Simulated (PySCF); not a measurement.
Adding and removing an electron: NaSe

PBE; basis Na def2-SVPD, Se def2-SVPD; no relativity; PySCF 2.14. Neutral (UKS): doublet (π ↑), Re = 2.637 Å, ωe = 257 cm⁻¹, De = 2.48 eV, HOMO -3.98 eV, LUMO -3.85 eV.

NaSe⁻ (UKS): singlet (closed shell), Re = 2.562 Å, ωe = 271 cm⁻¹, De = 1.67 eV to Na + Se⁻. The energies at the minima are -2563.02520 hartree for NaSe and -2563.07483 for NaSe⁻.

Problem. Work out the adiabatic electron affinity, without and with harmonic zero-point energies (1 hartree = 27.2114 eV, 1 eV = 8065.5 cm⁻¹), and the change of the bond length.

Solution. At PBE: 0.04963 hartree = 1.351 eV between the minima; the zero-point term (257.0 − 271.0)/2 cm⁻¹ = -0.001 eV makes it 1.350 eV. Re changes by -7.5 pm against the neutral. The electron enters a π orbital; in so polar a molecule the change of length follows mostly from the change of the ionic charges.

For an ion De counts to the pair picked by the measured ionisation energies or electron affinities, which need not be the lowest pair at this level. The highest Kohn–Sham level is positive in this anion. Much of that is self-interaction error, but it also means that the finite basis helps to hold the extra electron. States were picked by a PBE0 search and need not be the measured ground states.
